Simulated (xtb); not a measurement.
CH3O2 (SMILES OC=[OH+]), charge +1, singlet, geometry from GFN2-xTB, atoms displaced at random by about 0.1 Å a coordinate; GFN2-xTB in xtb.

The xtb input:
```
$ xtb mol.xyz --gfn 2 --chrg 1 --opt loose --json

# file mol.xyz
6

O     -1.06388061    -0.29108897    -0.08687668
C     -0.08267131     0.33141428    -0.18875045
O      1.22429585     0.27522394     0.07024765
H     -0.76621946    -1.28895941     0.05811578
H     -0.36619912     1.41913235    -0.06618007
H      1.37522519    -0.86001141     0.20722325
```

What does xtb print? Leave out banner, timings and long lists.


```
   ID    Z sym.   atoms
    1    8 O      1, 3
    2    6 C      2
    3    1 H      4-6

           -------------------------------------------------
          |                Calculation Setup                |
           -------------------------------------------------

           -------------------------------------------------
          |                 G F N 2 - x T B                 |
           -------------------------------------------------

          ...................................................
          :                      SETUP                      :
          :.................................................:
          :  # basis functions                  15          :
          :  # atomic orbitals                  15          :
          :  # shells                            9          :
          :  # electrons                        18          :
          :  max. iterations                   250          :
          :  Hamiltonian                  GFN2-xTB          :
          :  restarted?                      false          :
          :  GBSA solvation                  false          :
          :  PC potential                    false          :
          :  electronic temp.          300.0000000     K    :
          :  accuracy                    1.0000000          :
          :  -> integral cutoff          0.2500000E+02      :
          :  -> integral neglect         0.1000000E-07      :
          :  -> SCF convergence          0.1000000E-05 Eh   :
          :  -> wf. convergence          0.1000000E-03 e    :
          :  Broyden damping             0.4000000          :
          :  net charge                          1          :
          :  unpaired electrons                  0          :
          ...................................................

 iter      E             dE          RMSdq      gap      omega  full diag
   1    -11.3218423 -0.113218E+02  0.516E+00    5.82       0.0  T
   2    -11.3360352 -0.141928E-01  0.282E+00    5.54       1.0  T
   3    -11.3363563 -0.321103E-03  0.108E+00    5.53       1.0  T
   4    -11.3366727 -0.316390E-03  0.159E-01    5.44       1.0  T
   5    -11.3367283 -0.556869E-04  0.593E-02    5.46       1.0  T
   6    -11.3367316 -0.326754E-05  0.162E-02    5.45       2.5  T
   7    -11.3367317 -0.727734E-07  0.382E-03    5.46      10.7  T
   8    -11.3367317 -0.357713E-07  0.139E-03    5.46      29.4  T
   9    -11.3367317 -0.368213E-08  0.314E-04    5.46     130.0  T
  10    -11.3367317 -0.125487E-09  0.817E-05    5.46     499.6  T

   *** convergence criteria satisfied after 10 iterations ***

         :::::::::::::::::::::::::::::::::::::::::::::::::::::
         ::                     SUMMARY                     ::
         :::::::::::::::::::::::::::::::::::::::::::::::::::::
         :: total energy             -11.250192241118 Eh    ::
         :: gradient norm              0.296664275302 Eh/a0 ::
         :: HOMO-LUMO gap              5.455524147289 eV    ::
         ::.................................................::
         :: SCC energy               -11.336731654039 Eh    ::
         :: -> isotropic ES            0.154834199882 Eh    ::
         :: -> anisotropic ES          0.002126148719 Eh    ::
         :: -> anisotropic XC          0.000200304994 Eh    ::
         :: -> dispersion             -0.001114709646 Eh    ::
         :: repulsion energy           0.086539412921 Eh    ::
         :: add. restraining           0.000000000000 Eh    ::
         :: total charge               1.000000000000 e     ::
         :::::::::::::::::::::::::::::::::::::::::::::::::::::

      -----------------------------------------------------------
     |                   =====================                   |
     |                        A N C O P T                        |
     |                   =====================                   |
     |               Approximate Normal Coordinate               |
[...]
 * total energy  :   -11.2501922 Eh     change       -0.1967493E-10 Eh
 * total energy  :   -11.2968635 Eh     change       -0.4667124E-01 Eh
 * total energy  :   -11.3086060 Eh     change       -0.1174250E-01 Eh
 * total energy  :   -11.3104886 Eh     change       -0.1882588E-02 Eh
 * total energy  :   -11.3107020 Eh     change       -0.2134130E-03 Eh
 * total energy  :   -11.3108765 Eh     change       -0.1744867E-03 Eh
 * total energy  :   -11.3109147 Eh     change       -0.3818755E-04 Eh
   *** GEOMETRY OPTIMIZATION CONVERGED AFTER 7 ITERATIONS ***
         :: total energy             -11.310914650145 Eh    ::
[...]
         :: total charge               1.000000000000 e     ::
         :::::::::::::::::::::::::::::::::::::::::::::::::::::

           -------------------------------------------------
          |                Property Printout                |
           -------------------------------------------------

    * Orbital Energies and Occupations

         #    Occupation            Energy/Eh            Energy/eV
      -------------------------------------------------------------
         1        2.0000           -1.0465814             -28.4789
         2        2.0000           -1.0244611             -27.8770
         3        2.0000           -0.9539990             -25.9596
         4        2.0000           -0.9197468             -25.0276
         5        2.0000           -0.8840700             -24.0568
         6        2.0000           -0.8808742             -23.9698
         7        2.0000           -0.7892180             -21.4757
         8        2.0000           -0.7807752             -21.2460
         9        2.0000           -0.7631701             -20.7669 (HOMO)
        10                         -0.5360691             -14.5872 (LUMO)
        11                         -0.2216374              -6.0311
        12                         -0.1846982              -5.0259
        13                         -0.0340906              -0.9277
        14                          0.0364355               0.9915
        15                          0.3318507               9.0301
      -------------------------------------------------------------
                  HL-Gap            0.2271010 Eh            6.1797 eV
             Fermi-level           -0.6496196 Eh          -17.6770 eV

     #   Z          covCN         q      C6AA      α(0)
     1   8 O        1.658    -0.178    17.000     5.566
     2   6 C        2.634     0.335    21.314     7.552
     3   8 O        1.658    -0.177    16.994     5.565
     4   1 H        0.802     0.403     0.480     1.088
     5   1 H        0.923     0.214     1.030     1.587
     6   1 H        0.802     0.403     0.479     1.087

 Mol. C6AA /au·bohr⁶  :        231.095248
 Mol. C8AA /au·bohr⁸  :       4891.892747
 Mol. α(0) /au        :         22.445909

Wiberg/Mayer (AO) data.
largest (>0.10) Wiberg bond orders for each atom

 ---------------------------------------------------------------------------
     #   Z sym  total        # sym  WBO       # sym  WBO       # sym  WBO
 ---------------------------------------------------------------------------
     1   8 O    2.477 --     2 C    1.475     4 H    0.799     3 O    0.196
     2   6 C    3.847 --     3 O    1.476     1 O    1.475     5 H    0.886
     3   8 O    2.478 --     2 C    1.476     6 H    0.798     1 O    0.196
     4   1 H    0.838 --     1 O    0.799
     5   1 H    0.954 --     2 C    0.886
     6   1 H    0.838 --     3 O    0.798
 ---------------------------------------------------------------------------

Topologies differ in total number of bonds
Writing topology from bond orders to xtbtopo.mol

molecular dipole:
                 x           y           z       tot (Debye)
 q only:        0.237      -0.668       0.048
   full:        0.321      -1.005       0.080       2.690
molecular quadrupole (traceless):
                xx          xy          yy          xz          yz          zz
 q only:        0.314      -0.935       3.693       0.448      -0.670      -4.007
  q+dip:       -1.531      -1.939       5.492       0.359      -0.882      -3.960
   full:       -1.670      -1.819       4.882       0.270      -0.763      -3.212

optimized geometry written to: xtbopt.xyz

           -------------------------------------------------
          | TOTAL ENERGY              -11.310914650145 Eh   |
          | GRADIENT NORM               0.002396011638 Eh/α |
          | HOMO-LUMO GAP               6.179732171089 eV   |
           -------------------------------------------------

normal termination of xtb
```
